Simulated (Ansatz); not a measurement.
Input for Ansatz (a first-principles code): R-RI-MP2/aug-cc-pVTZ on CH5GeN (a complex). Files ending in .json are basis or fitting sets from the Basis Set Exchange. The run froze 16 orbitals, filled d shells among them.

Ansatz 0.2 input:
```yaml
crystal:
  periodic: [false, false, false]
  atoms:
    - {symbol: C, position_ang: [-0.15555863, -0.04077354, 0.51888641]}
    - {symbol: N, position_ang: [-0.30974141, 0.43185724, -0.51398959]}
    - {symbol: H, position_ang: [-0.01173314, -0.47752871, 1.48292292]}
    - {symbol: Ge, position_ang: [0.11914678, 0.00495086, 4.72598654]}
    - {symbol: H, position_ang: [-0.53212936, 1.23971003, 4.08740827]}
    - {symbol: H, position_ang: [-0.79598692, -0.57265271, 5.81214177]}
    - {symbol: H, position_ang: [1.48405198, 0.37636238, 5.31791873]}
    - {symbol: H, position_ang: [0.32570026, -1.06181283, 3.63213835]}
basis:
  gaussian:
    orbitals: aug-cc-pVTZ
    fitting: {mean_field: def2-universal-JKFIT, correlation: aug-cc-pVTZ-RIFIT.json}
magnetization: {spin_polarized: false}
correlation: {method: mp2, electrons: outside_noble_gas}
scf: {lower_state_search: off}
```

The log:

```
Functional definition: HF
[...]
these checks for a lower state are left out or cut short: stability, starts, cluster_reference, orbital_swaps, neighbouring_geometries, increment
integrals: 0.30 GiB planned
508 factors; integrals over basis functions are off by at most 1.1e0 eV
mean field: 0.50 GiB planned
mean field evaluation 1: about -59063.2466 eV, gradient 3.0e1 eV
mean field evaluation 2: about -59064.6747 eV, gradient 2.3e1 eV
mean field evaluation 4: about -59065.7857 eV, gradient 1.0e0 eV
mean field -59065.79022593 eV, -2170.6277545723 hartree, gradient 2.1e-6 eV, S^2 0.000000; 0 other end points of the search recorded, 0 dependent functions left out
16 core orbitals not correlated
633 factors; their error is unknown
reference -59065.79022593 eV, -2170.6277545723 hartree; 9, 9 occupied and 241, 241 virtual orbitals, 633 factors
second order -13.38545394 eV of doubles, -0.00000000 eV of singles
Total energy: -59079.17567987 eV, -2171.1196609317 hartree
Checks for a lower state left out: stability, starts, cluster_reference, orbital_swaps, neighbouring_geometries, increment
```

The run converged.

Cost: roughly 5 core-seconds.
